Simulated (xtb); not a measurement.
xtb input (GFN2-xTB):

```bash
xtb mol.xyz --gfn 2 --sp --chrg 0 --uhf 0
```
mol.xyz:
```
4

Te    -0.01364257     0.01570217    -1.36551830
Te    -0.02506281     0.00587325     1.36543410
H      1.58370894     0.46887769    -1.51907689
H      0.42897095    -1.59079914     1.52345558
```

Output:

```
           -------------------------------------------------
          |                Calculation Setup                |
           -------------------------------------------------

           -------------------------------------------------
          |                 G F N 2 - x T B                 |
           -------------------------------------------------

        Reference                      10.1021/acs.jctc.8b01176
      * Hamiltonian:
        H0-scaling (s, p, d)           1.850000    2.230000    2.230000
        zeta-weighting                 0.500000
      * Dispersion:
        s8                             2.700000
        a1                             0.520000
        a2                             5.000000
        s9                             5.000000
      * Repulsion:
        kExp                           1.500000    1.000000
        rExp                           1.000000
      * Coulomb:
        alpha                          2.000000
        third order                    shell-resolved
        anisotropic                    true
        a3                             3.000000
        a5                             4.000000
        cn-shift                       1.200000
        cn-exp                         4.000000
        max-rad                        5.000000

          ...................................................
          :                      SETUP                      :
          :.................................................:
          :  # basis functions                  22          :
          :  # atomic orbitals                  20          :
          :  # shells                            8          :
          :  # electrons                        14          :
          :  max. iterations                   250          :
          :  Hamiltonian                  GFN2-xTB          :
          :  restarted?                      false          :
          :  GBSA solvation                  false          :
          :  PC potential                    false          :
          :  electronic temp.          300.0000000     K    :
          :  accuracy                    1.0000000          :
          :  -> integral cutoff          0.2500000E+02      :
          :  -> integral neglect         0.1000000E-07      :
          :  -> SCF convergence          0.1000000E-05 Eh   :
          :  -> wf. convergence          0.1000000E-03 e    :
          :  Broyden damping             0.4000000          :
          :  net charge                          0          :
          :  unpaired electrons                  0          :
          ...................................................

 iter      E             dE          RMSdq      gap      omega  full diag
   1     -7.2169121 -0.721691E+01  0.161E+01    3.63       0.0  T
   2     -7.2230440 -0.613193E-02  0.981E+00    3.65       1.0  T
   3     -7.2233438 -0.299788E-03  0.324E+00    3.71       1.0  T
   4     -7.2234162 -0.723711E-04  0.955E-01    3.74       1.0  T
   5     -7.2234215 -0.534099E-05  0.327E-02    3.74       1.5  T
   6     -7.2234216 -0.534217E-07  0.184E-02    3.74       2.7  T
   7     -7.2234216 -0.414458E-08  0.223E-03    3.74      22.4  T
   8     -7.2234216  0.392226E-08  0.295E-03    3.74      17.0  T
   9     -7.2234216 -0.448035E-08  0.481E-04    3.74     103.9  T
  10     -7.2234216 -0.621840E-10  0.945E-05    3.74     529.2  T

   *** convergence criteria satisfied after 10 iterations ***

         #    Occupation            Energy/Eh            Energy/eV
      -------------------------------------------------------------
         1        2.0000           -0.8158835             -22.2013
         2        2.0000           -0.8090497             -22.0154
         3        2.0000           -0.4562387             -12.4149
         4        2.0000           -0.4516057             -12.2888
         5        2.0000           -0.4022883             -10.9468
         6        2.0000           -0.3557931              -9.6816
         7        2.0000           -0.3557853              -9.6814 (HOMO)
         8                         -0.2184243              -5.9436 (LUMO)
         9                         -0.1733557              -4.7172
        10                         -0.1490522              -4.0559
        11                         -0.0178339              -0.4853
        12                          0.0162680               0.4427
       ...                                ...                  ...
        20                          0.9421044              25.6360
      -------------------------------------------------------------
                  HL-Gap            0.1373610 Eh            3.7378 eV
             Fermi-level           -0.2871048 Eh           -7.8125 eV

 SCC (total)                   0 d,  0 h,  0 min,  0.004 sec
 SCC setup                      ...        0 min,  0.000 sec (  8.232%)
 Dispersion                     ...        0 min,  0.000 sec (  1.163%)
 classical contributions        ...        0 min,  0.000 sec (  0.877%)
 integral evaluation            ...        0 min,  0.001 sec ( 14.500%)
 iterations                     ...        0 min,  0.002 sec ( 55.399%)
 molecular gradient             ...        0 min,  0.001 sec ( 15.737%)
 printout                       ...        0 min,  0.000 sec (  3.671%)

         :::::::::::::::::::::::::::::::::::::::::::::::::::::
         ::                     SUMMARY                     ::
         :::::::::::::::::::::::::::::::::::::::::::::::::::::
         :: total energy              -7.211480543213 Eh    ::
         :: gradient norm              0.015021473670 Eh/a0 ::
         :: HOMO-LUMO gap              3.737783999901 eV    ::
         ::.................................................::
         :: SCC energy                -7.223421442874 Eh    ::
         :: -> isotropic ES            0.000010461737 Eh    ::
         :: -> anisotropic ES          0.000338449745 Eh    ::
         :: -> anisotropic XC         -0.004177646750 Eh    ::
         :: -> dispersion             -0.002527440950 Eh    ::
         :: repulsion energy           0.011940899662 Eh    ::
         :: add. restraining           0.000000000000 Eh    ::
         :: total charge              -0.000000000000 e     ::
         :::::::::::::::::::::::::::::::::::::::::::::::::::::

           -------------------------------------------------
          |                Property Printout                |
           -------------------------------------------------

    * Orbital Energies and Occupations

         #    Occupation            Energy/Eh            Energy/eV
      -------------------------------------------------------------
         1        2.0000           -0.8158835             -22.2013
         2        2.0000           -0.8090497             -22.0154
         3        2.0000           -0.4562387             -12.4149
         4        2.0000           -0.4516057             -12.2888
         5        2.0000           -0.4022883             -10.9468
         6        2.0000           -0.3557931              -9.6816
         7        2.0000           -0.3557853              -9.6814 (HOMO)
         8                         -0.2184243              -5.9436 (LUMO)
         9                         -0.1733557              -4.7172
        10                         -0.1490522              -4.0559
        11                         -0.0178339              -0.4853
        12                          0.0162680               0.4427
        13                          0.0528812               1.4390
        14                          0.0574073               1.5621
        15                          0.0894323               2.4336
        16                          0.0958432               2.6080
Note: The following floating-point exceptions are signalling: IEEE_DENORMAL
normal termination of xtb
        17                          0.0968982               2.6367
        18                          0.3296010               8.9689
       ...                                ...                  ...
        20                          0.9421044              25.6360
      -------------------------------------------------------------
                  HL-Gap            0.1373610 Eh            3.7378 eV
             Fermi-level           -0.2871048 Eh           -7.8125 eV

     #   Z          covCN         q      C6AA      α(0)
     1  52 Te       1.890     0.011   420.567    37.904
     2  52 Te       1.890     0.011   420.567    37.904
     3   1 H        0.947    -0.011     3.256     2.821
     4   1 H        0.947    -0.011     3.256     2.821

 Mol. C6AA /au·bohr⁶  :       1988.444474
 Mol. C8AA /au·bohr⁸  :     181189.699367
 Mol. α(0) /au        :         81.449877

Wiberg/Mayer (AO) data.
largest (>0.10) Wiberg bond orders for each atom

 ---------------------------------------------------------------------------
     #   Z sym  total        # sym  WBO       # sym  WBO       # sym  WBO
 ---------------------------------------------------------------------------
     1  52 Te   2.015 --     2 Te   1.015     3 H    0.980
     2  52 Te   2.015 --     1 Te   1.015     4 H    0.980
     3   1 H    1.000 --     1 Te   0.980
     4   1 H    1.000 --     2 Te   0.980
 ---------------------------------------------------------------------------

Topologies differ in total number of bonds
Writing topology from bond orders to xtbtopo.mol

molecular dipole:
                 x           y           z       tot (Debye)
 q only:       -0.044       0.024      -0.000
   full:       -0.141       0.079      -0.000       0.411
molecular quadrupole (traceless):
                xx          xy          yy          xz          yz          zz
 q only:       -0.035      -0.004      -0.038       0.105       0.188       0.073
  q+dip:        1.807      -0.025       1.783       0.740       1.306      -3.589
   full:        0.169       0.022       0.199       0.247       0.441      -0.368

           -------------------------------------------------
          | TOTAL ENERGY               -7.211480543213 Eh   |
          | GRADIENT NORM               0.015021473670 Eh/α |
          | HOMO-LUMO GAP               3.737783999901 eV   |
           -------------------------------------------------

------------------------------------------------------------------------
------------------------------------------------------------------------
 total:
 SCF:
```
